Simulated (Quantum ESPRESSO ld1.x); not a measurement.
Problem. Ar X, configuration [He] 2s2 2p5. All-electron calculation, Dirac Kohn-Sham, revPBE, spin-unpolarised, spherical densities, point nucleus; open shells are shared between the two j in proportion to 2j + 1. Program: ld1.x of Quantum ESPRESSO 7.5. Some entries of the table are withheld. Estimate them.

orbital,occ.,eigenvalue (eV),<r^2> (bohr^2)
1s1/2,2,-3373.41,(1)
2s1/2,2,-517.326,0.1886
2p1/2,1.66667,-455.977,(2)
2p3/2,3.33333,-453.517,(3)

Solution. 
(1) 1s1/2 <r^2> (bohr^2): 0.009853
(2) 2p1/2 <r^2> (bohr^2): 0.1565
(3) 2p3/2 <r^2> (bohr^2): 0.1583
